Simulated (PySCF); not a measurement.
Simulated characterisation data

[PySCF: shieldings: GIAO PBE0/pcSseg-1; GFN2-xTB geometry; one conformer; gas phase; non-relativistic Hamiltonian; equivalent nuclei averaged]

δ = σ(ref) − σ, references computed at the same level: TMS for $^{1}$H (31.72 ppm) and $^{13}$C (186.93 ppm). Splittings of carbon signals by F and P are missing where no couplings were computed. Where no couplings were computed, multiplicities follow the n + 1 count of equivalent neighbours, and m marks all less simple cases (inequivalent or close neighbours, rings, F or P nearby). Shifts are as computed. Against solution values, carbons near 30 ppm lie about +3 ppm off and those near 130 ppm about +5 ppm. Of 1211 compounds with measured shifts, 218 miss one by over three times the rms of a fit or turn the order of signals round; such compounds aren't used in these exercises.

**1.** SMILES O=Cc1nnc(C(F)(F)F)o1, C4HF3N2O2. $^{1}$H NMR (500 MHz, computed): δ 10.31 (s, 1H). $^{13}$C{$^{1}$H} NMR (computed): δ 182.4, 169.6, 162.8, 126.4.

**2.** `F/C=P/c1ccncc1`, C6H5FNP. $^{1}$H NMR (500 MHz, computed): δ 9.55 (m, 1H), 9.00 (m, 2H), 7.57 (m, 2H). $^{13}$C{$^{1}$H} NMR (computed): δ 230.6 (CH), 155.8 (CH), 153.6 (C), 131.6 (CH).
